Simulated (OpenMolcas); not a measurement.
# Mn3+: moving or changing the point charges

Mn3+ among 2 point charges of -2.5 e arranged as a linear pair (D∞h), 1.97 Å from the ion.

- Program: OpenMolcas
- Method: SS-CASPT2, IPEA 0.25 Eh, imaginary shift 0.1 Eh (closed shells correlated: 3s 3p)
- Basis: ANO-RCC-VDZP [5s4p2d1f]
- Scalar Hamiltonian: DKH2, point nucleus
- Active space: 4 electrons in 5 orbitals (3d)
- State averaging: 2S+1 = 5 even, 5 roots; 2S+1 = 3 even, 45 roots; 2S+1 = 1 even, 50 roots
- Spin-orbit coupling: RASSI with atomic mean-field integrals over the reference wave functions

Runs around this geometry, states (labels by Λ). Energies in cm-1 above the lowest state or level, χT in cm3 K/mol.

```csv
R (Å),q (e),Ground state,First state of that spin,First gap with spin-orbit (degeneracies),χT at 300 K,First state of another spin
1.97,-1.25,5Σ,5Π 2800,"13 (1, 2)",2.690,3Γ 23530
1.79,-2.5,5Σ,5Π 5390,"7 (1, 2)",2.845,3Φ 20750
1.97,-2.5,5Σ,5Π 4310,"9 (1, 2)",2.802,3Φ 22320
2.11,-2.5,5Σ,5Π 3600,"10 (1, 2)",2.760,3Φ 22990
```

Taking the first state of the same spin as R^-n, n = -ln(3600 / 5390) / ln(2.11 / 1.79) = 2.5 between the shortest and longest distance.

Scaling the charges by -1.25 / -2.5 = 0.50 scales the first state of the same spin by 2800 / 4310 = 0.65; with fixed orbitals a first-order splitting would follow the charge.

Roots that are degenerate in the reference are averaged as groups; the widest CASPT2 spread within a group is 260 cm-1 (the 3-fold group of multiplicity 1 near 38700 cm-1 above the lowest state of its run, R = 1.97, q = -1.25). Shifts and gaps below about the spread of the groups concerned are not significant. Free-ion shares, where given, are those of the reference states; single-state CASPT2 does not remix them. Point charges carry no covalency, so the field is a model and not that of real ligands. No measured value stands beside these numbers.
